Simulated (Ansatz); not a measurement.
Geometry optimisation, RKS PBE0-D4/6-31G* in Ansatz 0.2.0.

input.yaml

```yaml
crystal:
  periodic: [false, false, false]
  atoms:
    - { symbol: O, position_ang: [-2.1642, 0.7953, -0.8711] }
    - { symbol: Al, position_ang: [-0.5213, 1.3399, -0.3955] }
    - { symbol: Si, position_ang: [1.1948, -0.2434, -0.4296] }
    - { symbol: P, position_ang: [0.7904, -1.9025, 0.9333] }
    - { symbol: H, position_ang: [-2.6275, 0.5224, -0.0579] }
    - { symbol: H, position_ang: [-0.23, 2.8589, 0.0688] }
    - { symbol: H, position_ang: [1.43, -0.7575, -1.7779] }
    - { symbol: H, position_ang: [2.5131, 0.4068, 0.0295] }
    - { symbol: H, position_ang: [-0.6269, -2.0359, 0.4536] }
    - { symbol: H, position_ang: [0.3248, -1.0352, 2.0498] }
basis:
  gaussian: { orbitals: "6-31G*" }
hamiltonian:
  xc: pbe0
  dispersion: d4
relax:
  f_tol: 0.015
  max_steps: 40
```

Command:

```bash
$ ansatz run input.yaml --threads 1 --pin off --max-ram 2048MiB --backend cpu --events-out ev --progress --plain --runs-dir out
```

Where does it end, and by what steps?

The forces met the threshold. The force dipped under the threshold on the way, but the program's further checks kept it going. After 38 steps the energy has fallen by 0.594 eV; H6 moved furthest, 0.96 Å.

| step | energy less start (eV) | largest force component (eV/Å) | accepted |
| --- | --- | --- | --- |
| 0 | 0.0000 | 2.055 | yes |
| 2 | -0.3687 | 1.877 | yes |
| 4 | -0.5159 | 0.774 | yes |
| 6 | -0.5814 | 0.089 | yes |
| 8 | -0.5884 | 0.030 | yes |
| 10 | -0.5902 | 0.073 | yes |
| 12 | -0.5906 | 0.030 | yes |
| 14 | -0.5914 | 0.055 | yes |
| 16 | -0.5919 | 0.051 | yes |
| 18 | -0.5924 | 0.073 | yes |
| 20 | -0.5930 | 0.041 | yes |
| 22 | -0.5933 | 0.033 | yes |
| 24 | -0.5934 | 0.014 | yes |
| 26 | -0.5928 | 0.155 | no |
| 28 | -0.5911 | 0.139 | no |
| 30 | -0.5938 | 0.017 | yes |
| 32 | -0.5939 | 0.019 | yes |
| 34 | -0.5940 | 0.019 | yes |
| 36 | -0.5940 | 0.014 | yes |
| 38 | -0.5940 | 0.009 | yes |

```xyz
10
Properties=species:S:1:pos:R:3
O -2.102 0.693 -0.034
Al -0.582 1.375 -0.443
Si 1.282 -0.200 -0.319
P 0.838 -2.109 0.834
H -2.896 1.237 -0.055
H -0.522 2.922 -0.846
H 1.714 -0.624 -1.687
H 2.489 0.412 0.316
H -0.448 -2.310 0.259
H 0.309 -1.447 1.977
```

Whether the end is a true minimum wasn't checked by a vibrational analysis.

The run took 6.3 min on 1 thread of Intel(R) Xeon(R) Processor @ 2.50GHz (Skylake/Cascade Lake) (shared host), peak memory 0.18 GiB.
